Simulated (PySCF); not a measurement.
A run for PySCF: R-M06-2X/def2-TZVPP on CH2O2 (SMILES O=CO), a point of a torsion scan.

```python
from pyscf import gto, dft

mol = gto.M(
    atom='''
    O    -1.18968189    0.31079370   -0.87721905
    C    -0.44860456   -0.04501575   -0.02383085
    O     0.81414274   -0.48257332   -0.24021468
    H    -0.73663952   -0.09352557    1.04721201
    H     1.48556030    0.18297128   -0.06632757
    ''',
    basis='def2-tzvpp',
    charge=0, spin=0, verbose=4, max_memory=1800)
mf = dft.RKS(mol, xc='m062x').density_fit(auxbasis='def2-universal-jkfit')
mf.grids.level = 4
mf.conv_tol = 1e-9
mf.max_cycle = 150
mf.kernel()
mf.dip_moment()
```

The head of its log:

```
PySCF version 2.14.0

[INPUT] verbose = 4
[INPUT] num. atoms = 5
[INPUT] num. electrons = 24
[INPUT] charge = 0
[INPUT] spin (= nelec alpha-beta = 2S) = 0
[INPUT] symmetry False subgroup None
[INPUT] Mole.unit = angstrom
[INPUT] Symbol           X                Y                Z      unit          X                Y                Z       unit  Magmom
[INPUT]  1 O     -1.189681890000   0.310793700000  -0.877219050000 AA   -2.248172947455   0.587314974240  -1.657703755751 Bohr   0.0
[INPUT]  2 C     -0.448604560000  -0.045015750000  -0.023830850000 AA   -0.847739756631  -0.085067438792  -0.045033779816 Bohr   0.0
[INPUT]  3 O      0.814142740000  -0.482573320000  -0.240214680000 AA    1.538506804903  -0.911931409822  -0.453939956300 Bohr   0.0
[INPUT]  4 H     -0.736639520000  -0.093525570000   1.047212010000 AA   -1.392046945331  -0.176737712944   1.978943893255 Bohr   0.0
[INPUT]  5 H      1.485560300000   0.182971280000  -0.066327570000 AA    2.807302108527   0.345765607861  -0.125340941808 Bohr   0.0

nuclear repulsion = 70.0470453203561
number of shells = 45
number of NR pGTOs = 170
number of NR cGTOs = 121
basis = def2-tzvpp
ecp = {}


******** <class 'pyscf.df.df_jk.DFRKS'> ********
method = DFRKS
initial guess = minao
damping factor = 0
level_shift factor = 0
DIIS = <class 'pyscf.scf.diis.CDIIS'>
diis_start_cycle = 1
diis_space = 8
diis_damp = 0
SCF conv_tol = 1e-09
SCF conv_tol_grad = None
SCF max_cycles = 150
direct_scf = False
XC library pyscf.dft.libxc version 7.1.2
    S. Lehtola, C. Steigemann, M. J. T. Oliveira, and M. A. L. Marques,  SoftwareX 7, 1–5 (2018)
XC functionals = m062x
    Y. Zhao and D. G. Truhlar,  Theor. Chem. Acc. 120, 215 (2008)
    Y. Zhao and D. G. Truhlar,  Theor. Chem. Acc. 120, 215 (2008)
radial grids:
    Treutler-Ahlrichs [JCP 102, 346 (1995); DOI:10.1063/1.469408] (M4) radial grids

becke partition: Becke, JCP 88, 2547 (1988); DOI:10.1063/1.454033
pruning grids: <function nwchem_prune>
grids dens level: 4
symmetrized grids: False
atomic radii adjust function: <function treutler_atomic_radii_adjust>
small_rho_cutoff = 0
Set gradient conv threshold to 3.16228e-05
Initial guess from minao.
tot grids = 116544
******** <class 'pyscf.df.df.DF'> ********
auxbasis = def2-universal-jkfit
init E= -190.179871421632
  HOMO = -0.378386103071204  LUMO = -0.0534113025012672  gap/eV = 8.84301
cycle= 1 E= -189.602760132738  delta_E= 0.577  |g|= 0.872  |ddm|= 1.69
  HOMO = -0.251675955576982  LUMO = 0.021187493236183  gap/eV = 7.42499
cycle= 2 E= -189.458940074919  delta_E= 0.144  |g|=  1.3  |ddm|= 1.05
  HOMO = -0.378698744065797  LUMO = 0.00930305223735317  gap/eV = 10.55807
```

### Question
Predict the final total energy.

### Answer
-189.7510 hartree.
